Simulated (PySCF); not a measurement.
Isomers of C5H12OSi2, mass 144.043 u with the commonest isotopes. Theory: PBE0-D3(BJ)/def2-SVP geometry optimisation, gas phase (PySCF). One conformer each, none proved a minimum here; rigid rotors.

Question: Order these by out-of-plane moment Σ m c² = (Ia + Ib − Ic)/2, smallest first.
A. `[CH3:1][CH2:2][CH2:3][O:4][SiH2:5][C:6]#[C:7][SiH3:8]` with C1–C2–C3–O4 180°, C2–C3–O4–Si5 180°, C3–O4–Si5–C6 -58°
B. `[CH2:1]1[CH2:2][Si@H:3]([CH:4]2[CH2:5][CH2:6]2)[O:7][SiH2:8]1` with C2–Si3–C4–C5 90°, Si8–C1–C2–Si3 -34°, C1–C2–Si3–C4 148°, Si3–C4–C5–C6 110°, C2–Si3–O7–Si8 -9°
C. `[CH2:1]=[CH:2][Si:3]1([O:4][SiH3:5])[CH2:6][CH2:7][CH2:8]1` with C1–C2–Si3–O4 -133°, C2–Si3–O4–Si5 -172°, C2–Si3–C6–C7 94°, Si3–C6–C7–C8 23°, C6–C7–C8–Si3 -23°, C2–Si3–C8–C7 -93°
D. `[CH3:1][CH:2]([CH3:3])[Si@H:4]([OH:5])[C:6]#[C:7][SiH3:8]` with C1–C2–Si4–O5 -179°, C2–Si4–O5–H -89°
E. `[CH3:1][CH:2]([CH3:3])[O:4][SiH2:5][C:6]#[C:7][SiH3:8]` with C1–C2–O4–Si5 -100°, C2–O4–Si5–C6 63°

Answer: A (18.15 u·Å²), E (19.00 u·Å²), B (25.99 u·Å²), C (55.65 u·Å²), D (71.20 u·Å²).

Question: Order these by rotational constant B, largest first.
A. `[CH2:1]1[CH2:2][Si@H:3]([CH:4]2[CH2:5][CH2:6]2)[O:7][SiH2:8]1` with C2–Si3–C4–C5 90°, Si8–C1–C2–Si3 -34°, C1–C2–Si3–C4 148°, Si3–C4–C5–C6 110°, C2–Si3–O7–Si8 -9°
B. `[CH3:1][CH:2]([CH3:3])[O:4][SiH2:5][C:6]#[C:7][SiH3:8]` with C1–C2–O4–Si5 -100°, C2–O4–Si5–C6 63°
C. `[CH3:1][CH2:2][CH2:3][O:4][SiH2:5][C:6]#[C:7][SiH3:8]` with C1–C2–C3–O4 180°, C2–C3–O4–Si5 180°, C3–O4–Si5–C6 -58°
D. `[CH2:1]=[CH:2][Si:3]1([O:4][SiH3:5])[CH2:6][CH2:7][CH2:8]1` with C1–C2–Si3–O4 -133°, C2–Si3–O4–Si5 -172°, C2–Si3–C6–C7 94°, Si3–C6–C7–C8 23°, C6–C7–C8–Si3 -23°, C2–Si3–C8–C7 -93°
E. `[CH3:1][CH:2]([CH3:3])[Si@H:4]([OH:5])[C:6]#[C:7][SiH3:8]` with C1–C2–Si4–O5 -179°, C2–Si4–O5–H -89°

Answer: D (961.4 MHz), A (823.3 MHz), E (651.8 MHz), B (558.6 MHz), C (502.1 MHz).

Question: Order these by rotational constant A, smallest first.
A. `[CH3:1][CH2:2][CH2:3][O:4][SiH2:5][C:6]#[C:7][SiH3:8]` with C1–C2–C3–O4 180°, C2–C3–O4–Si5 180°, C3–O4–Si5–C6 -58°
B. `[CH2:1]1[CH2:2][Si@H:3]([CH:4]2[CH2:5][CH2:6]2)[O:7][SiH2:8]1` with C2–Si3–C4–C5 90°, Si8–C1–C2–Si3 -34°, C1–C2–Si3–C4 148°, Si3–C4–C5–C6 110°, C2–Si3–O7–Si8 -9°
C. `[CH2:1]=[CH:2][Si:3]1([O:4][SiH3:5])[CH2:6][CH2:7][CH2:8]1` with C1–C2–Si3–O4 -133°, C2–Si3–O4–Si5 -172°, C2–Si3–C6–C7 94°, Si3–C6–C7–C8 23°, C6–C7–C8–Si3 -23°, C2–Si3–C8–C7 -93°
D. `[CH3:1][CH:2]([CH3:3])[O:4][SiH2:5][C:6]#[C:7][SiH3:8]` with C1–C2–O4–Si5 -100°, C2–O4–Si5–C6 63°

Answer: A (1939 MHz), C (2011 MHz), D (2535 MHz), B (3494 MHz).

```tsv
SMILES	point group	Ia (u·Å²)	Ib (u·Å²)	Ic (u·Å²)	κ	μa (D)	μb (D)	μc (D)
C1C[Si@H](C2CC2)O[SiH2]1	C1	144.64	613.87	706.53	-0.92	0.43	1.61	0.56
CC(C)O[SiH2]C#C[SiH3]	C1	199.36	904.71	1066.09	-0.92	0.08	0.90	0.77
CCCO[SiH2]C#C[SiH3]	C1	260.60	1006.58	1230.87	-0.88	0.05	0.94	0.62
C=C[Si]1(O[SiH3])CCC1	C1	251.33	525.69	665.72	-0.68	0.57	0.28	0.02
CC(C)[Si@H](O)C#C[SiH3]	C1	260.98	775.36	893.94	-0.87	0.45	0.90	1.10
```
